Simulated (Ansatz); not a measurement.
Two shapes of singlet CH3Br.

Shape 1:

```xyz
5

C    -0.0366   -0.0069   -1.4778
Br    0.0159   -0.0073    0.4652
H     0.0436   -1.0312   -1.8350
H    -0.9093    0.5425   -1.9016
H     0.9495    0.5190   -1.8662
```

Shape 2:

```xyz
5

C    -0.0060   -0.0067   -1.5068
Br   -0.0094    0.0006    0.4218
H    -0.0036   -1.0451   -1.8505
H    -0.9085    0.5169   -1.8533
H     0.8992    0.5211   -1.8481
```

Basis set: STO-3G (spherical functions). Frozen core: 10 orbitals. Charge 0, multiplicity 1.

Computed with Ansatz (development build ahead of 0.2.0); each method stands on the lowest determinant of its kind that the runs found.

(1) Which shape is lower in energy, and by how much in each method?

Results:

(1)

```tsv
method	E(2) − E(1) (eV)
RHF	-0.240
RHF-MP2	-0.147
```

Shape 2 is lower.
